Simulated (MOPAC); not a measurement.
MOPAC input (MNDO):

```
MNDO 1SCF UHF MS=0.5 GEO-OK AUX(PRECISION=9) THREADS=1
C4H8N

C    -1.55364481 1    0.18472806 1    0.20260344 1
C    -0.56172745 1   -0.90153453 1    0.47540713 1
C     0.63354278 1   -0.01948338 1    0.28346519 1
C    -0.35075671 1    1.10833889 1   -0.15840770 1
N     1.59255528 1   -0.45090616 1   -0.73633612 1
H    -2.13461923 1    0.51483596 1    1.07201779 1
H    -2.26729897 1   -0.00367737 1   -0.60641601 1
H    -0.66023377 1   -1.95093463 1    0.72069776 1
H     1.12519854 1    0.22873018 1    1.23999417 1
H    -0.28278436 1    2.04227357 1    0.39805782 1
H    -0.26766294 1    1.30853319 1   -1.22479499 1
H     1.93548781 1   -1.38069350 1   -0.51955801 1
H     2.39954323 1    0.16498167 1   -0.74405393 1
```

Output:

```
 *******************************************************************************
 **                                                                           **
 **                              MOPAC v23.2.5                                **
 **                                                                           **
 *******************************************************************************
 ** MOPAC's Digital Object Identifier: https://doi.org/10.5281/zenodo.6511958 **
 **                                                                           **
 ** Please cite the open-source release paper for use of this MOPAC version:  **
 ** J. E. Moussa and J. J. P. Stewart (2026)                                  **
 ** MOPAC: An open-source semiempirical molecular orbital program             **
 ** J. Open Source Softw., 11(119), 8025, https://doi.org/10.21105/joss.08025 **
 *******************************************************************************

                              MNDO CALCULATION RESULTS

 *******************************************************************************
 *  MNDO       - The MNDO Hamiltonian to be used
 *  GEO-OK     - OVERRIDE INTERATOMIC DISTANCE AND OTHER SAFETY CHECKS
 *  UHF        - UNRESTRICTED HARTREE-FOCK CALCULATION
 *  MS=        - IN MECI, MAGNETIC COMPONENT OF SPIN =  0.5
 *  1SCF       - DO 1 SCF AND THEN STOP
 *  AUX        - OUTPUT AUXILIARY INFORMATION
 *******************************************************************************
MNDO 1SCF UHF MS=0.5 GEO-OK AUX(PRECISION=9) THREADS=1
 C4H8N

   ATOM   CHEMICAL          X               Y               Z
  NUMBER   SYMBOL      (ANGSTROMS)     (ANGSTROMS)     (ANGSTROMS)

     1       C         -1.55364481  *   0.18472806  *   0.20260344  *
     2       C         -0.56172745  *  -0.90153453  *   0.47540713  *
     3       C          0.63354278  *  -0.01948338  *   0.28346519  *
     4       C         -0.35075671  *   1.10833889  *  -0.15840770  *
     5       N          1.59255528  *  -0.45090616  *  -0.73633612  *
     6       H         -2.13461923  *   0.51483596  *   1.07201779  *
     7       H         -2.26729897  *  -0.00367737  *  -0.60641601  *
     8       H         -0.66023377  *  -1.95093463  *   0.72069776  *
     9       H          1.12519854  *   0.22873018  *   1.23999417  *
    10       H         -0.28278436  *   2.04227357  *   0.39805782  *
    11       H         -0.26766294  *   1.30853319  *  -1.22479499  *
    12       H          1.93548781  *  -1.38069350  *  -0.51955801  *
    13       H          2.39954323  *   0.16498167  *  -0.74405393  *

          CARTESIAN COORDINATES

    NO.       ATOM           X           Y           Z

     1         C         -1.5536      0.1847      0.2026
     2         C         -0.5617     -0.9015      0.4754
     3         C          0.6335     -0.0195      0.2835
     4         C         -0.3508      1.1083     -0.1584
     5         N          1.5926     -0.4509     -0.7363
     6         H         -2.1346      0.5148      1.0720
     7         H         -2.2673     -0.0037     -0.6064
     8         H         -0.6602     -1.9509      0.7207
     9         H          1.1252      0.2287      1.2400
    10         H         -0.2828      2.0423      0.3981
    11         H         -0.2677      1.3085     -1.2248
    12         H          1.9355     -1.3807     -0.5196
    13         H          2.3995      0.1650     -0.7441

  H: (MNDO): M.J.S. DEWAR, W. THIEL, J. AM. CHEM. SOC., 99, 4899, (1977)
  C: (MNDO): M.J.S. DEWAR, W. THIEL, J. AM. CHEM. SOC., 99, 4899, (1977)
  N: (MNDO): M.J.S. DEWAR, W. THIEL, J. AM. CHEM. SOC., 99, 4899, (1977)

           Empirical Formula: C4 H8 N  =    13 atoms

      MOLECULAR POINT GROUP   :   C1

          UHF CALCULATION, NO. OF ALPHA ELECTRONS =   15
                           NO. OF BETA  ELECTRONS =   14

 -------------------------------------------------------------------------------
 MNDO 1SCF UHF MS=0.5 GEO-OK AUX(PRECISION=9) THREADS=1
 C4H8N

     1SCF WAS SPECIFIED, SO BFGS WAS NOT USED
     SCF FIELD WAS ACHIEVED

                              MNDO CALCULATION
                                                       MOPAC v23.2.5 Linux

          FINAL HEAT OF FORMATION =         26.03851 KCAL/MOL =     108.94513 KJ/MOL

          COSMO AREA              =        116.18 SQUARE ANGSTROMS
          COSMO VOLUME            =        102.38 CUBIC ANGSTROMS

          IONIZATION POTENTIAL    =          9.423888 EV
          ALPHA SOMO LUMO (EV)    =         -9.424  3.438
          BETA  SOMO LUMO (EV)    =        -10.364  0.898
          NO. OF ALPHA ELECTRONS  =         15
          NO. OF BETA  ELECTRONS  =         14
          MOLECULAR WEIGHT        =         70.1139         POINT GROUP:  C1

          MOLECULAR DIMENSIONS (Angstroms)

            Atom       Atom       Distance
            H    13    H     6     4.89685
            H     8    H    10     4.01976
            H     9    H     7     2.98923

          SCF CALCULATIONS        =          1

   ATOM   CHEMICAL          X               Y               Z
  NUMBER   SYMBOL      (ANGSTROMS)     (ANGSTROMS)     (ANGSTROMS)

     1       C         -1.55364481  *   0.18472806  *   0.20260344  *
     2       C         -0.56172745  *  -0.90153453  *   0.47540713  *
     3       C          0.63354278  *  -0.01948338  *   0.28346519  *
     4       C         -0.35075671  *   1.10833889  *  -0.15840770  *
     5       N          1.59255528  *  -0.45090616  *  -0.73633612  *
     6       H         -2.13461923  *   0.51483596  *   1.07201779  *
     7       H         -2.26729897  *  -0.00367737  *  -0.60641601  *
     8       H         -0.66023377  *  -1.95093463  *   0.72069776  *
     9       H          1.12519854  *   0.22873018  *   1.23999417  *
    10       H         -0.28278436  *   2.04227357  *   0.39805782  *
    11       H         -0.26766294  *   1.30853319  *  -1.22479499  *
    12       H          1.93548781  *  -1.38069350  *  -0.51955801  *
    13       H          2.39954323  *   0.16498167  *  -0.74405393  *

                             CARTESIAN COORDINATES

   1    C       -1.553644810     0.184728060     0.202603440
   2    C       -0.561727450    -0.901534530     0.475407130
   3    C        0.633542780    -0.019483380     0.283465190
   4    C       -0.350756710     1.108338890    -0.158407700
   5    N        1.592555280    -0.450906160    -0.736336120
   6    H       -2.134619230     0.514835960     1.072017790
   7    H       -2.267298970    -0.003677370    -0.606416010
   8    H       -0.660233770    -1.950934630     0.720697760
   9    H        1.125198540     0.228730180     1.239994170
  10    H       -0.282784360     2.042273570     0.398057820
  11    H       -0.267662940     1.308533190    -1.224794990
  12    H        1.935487810    -1.380693500    -0.519558010
  13    H        2.399543230     0.164981670    -0.744053930

           Empirical Formula: C4 H8 N  =    13 atoms

      MOLECULAR POINT GROUP   :   C1

          ALPHA EIGENVALUES
 -42.01725 -33.56859 -27.04233 -25.85577 -20.03243 -17.16544 -16.84183 -16.34295
 -14.62666 -13.11255 -12.95330 -12.39466 -12.03383 -10.48793  -9.42389   3.43760
   3.61988   3.79205   3.98573   4.01079   4.47245   4.53319   4.90665   5.30212
   5.54254   5.93417   6.11541   6.23239

           BETA EIGENVALUES
 -41.63312 -33.49918 -26.39369 -25.71370 -19.63205 -17.10599 -16.70418 -16.20641
 -14.54310 -12.93461 -12.82816 -12.33026 -11.90801 -10.36361   0.89826   3.52848
   3.81735   3.88325   4.07052   4.19571   4.62505   4.93932   5.18762   5.41004
   5.58291   6.08253   6.14778   6.38193

              NET ATOMIC CHARGES AND DIPOLE CONTRIBUTIONS

  ATOM NO.   TYPE          CHARGE      No. of ELECS.   s-Pop       p-Pop
    1          C           0.000731        3.9993     1.21380     2.78547
    2          C          -0.152316        4.1523     1.28004     2.87227
    3          C           0.052037        3.9480     1.21383     2.73413
    4          C          -0.018112        4.0181     1.22911     2.78901
    5          N          -0.269411        5.2694     1.62141     3.64800
    6          H           0.019586        0.9804     0.98041
    7          H           0.026514        0.9735     0.97349
    8          H           0.089153        0.9108     0.91085
    9          H           0.003978        0.9960     0.99602
   10          H           0.017661        0.9823     0.98234
   11          H           0.031037        0.9690     0.96896
   12          H           0.099798        0.9002     0.90020
   13          H           0.099345        0.9007     0.90066
 DIPOLE           X         Y         Z       TOTAL
 POINT-CHG.    -0.208     0.145     0.293     0.388
 HYBRID         0.706    -0.131     0.976     1.211
 SUM            0.497     0.013     1.269     1.363

          ATOMIC ORBITAL ELECTRON POPULATIONS

     Atom    s        px        py        pz
    1  C   1.21380   0.91254   0.93711   0.93582
    2  C   1.28004   0.93926   0.92670   1.00631
    3  C   1.21383   0.89551   0.95880   0.87982
    4  C   1.22911   0.93698   0.90740   0.94463
    5  N   1.62141   1.14006   1.02955   1.47839
    6  H   0.98041
    7  H   0.97349
    8  H   0.91085
    9  H   0.99602
   10  H   0.98234
   11  H   0.96896
   12  H   0.90020
   13  H   0.90066

                    (SZ)    =    0.500000
                    (S**2)  =    0.761955

          ATOMIC ORBITAL SPIN POPULATIONS

    Atom   Total    s     px     py     pz
         Atomic
    1  C -0.0944 -0.009 -0.021 -0.042 -0.022
    2  C  1.1121  0.060  0.058  0.096  0.897
    3  C -0.0881 -0.010 -0.026 -0.035 -0.017
    4  C  0.0185  0.002  0.007  0.007  0.002
    5  N  0.0221  0.001  0.005  0.002  0.014
    6  H  0.0312  0.031
    7  H  0.0286  0.029
    8  H -0.0522 -0.052
    9  H  0.0284  0.028
   10  H -0.0014 -0.001
   11  H -0.0016 -0.002
   12  H -0.0014 -0.001
   13  H -0.0017 -0.002

 **********************
 *                    *
 * JOB ENDED NORMALLY *
 *                    *
 **********************

 == MOPAC DONE ==
```

The geometry given is a B3LYP-D3(BJ)/def2-TZVP minimum.
